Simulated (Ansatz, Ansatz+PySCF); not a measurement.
```yaml
atoms:
  - { symbol: C, position_ang: [-0.0091, -0.4246, -1.9121] }
  - { symbol: C, position_ang: [-0.0049, 0.4090, -0.6455] }
  - { symbol: C, position_ang: [-0.0093, -0.4113, 0.6384] }
  - { symbol: C, position_ang: [-0.0088, 0.4261, 1.9114] }
  - { symbol: H, position_ang: [-0.0047, 0.2014, -2.8054] }
  - { symbol: H, position_ang: [0.8868, -1.0795, -1.9669] }
  - { symbol: H, position_ang: [-0.8947, -1.0804, -1.9608] }
  - { symbol: H, position_ang: [-0.8793, 1.0839, -0.6454] }
  - { symbol: H, position_ang: [0.8884, 1.0881, -0.6377] }
  - { symbol: H, position_ang: [0.8847, -1.0748, 0.6347] }
  - { symbol: H, position_ang: [-0.8868, -1.0898, 0.6321] }
  - { symbol: H, position_ang: [0.0009, -0.2162, 2.8165] }
  - { symbol: H, position_ang: [0.8816, 1.0683, 1.9527] }
  - { symbol: H, position_ang: [-0.8874, 1.0837, 1.9572] }
```

Basis set: def2-SVP (spherical functions). Left uncorrelated: 4 orbitals. Charge 0, multiplicity 1.

Computed with Ansatz (development build ahead of 0.2.0); each method stands on the lowest determinant of its kind that the runs found. Restricted open shells among the atoms or ions are ROHF, correlated in semicanonical orbitals with singles.

The atomization energy at this shape (free ground-state atoms in the same class of orbitals less the molecule, no zero-point energy) of singlet C₄H₁₀:

```csv
method,atomization energy
RHF-MP2,1257.50 kcal/mol
UHF-MP2,1256.77 kcal/mol
UHF,1012.86 kcal/mol
```

Question: What does RHF give?

Answer: 1023.07 kcal/mol.
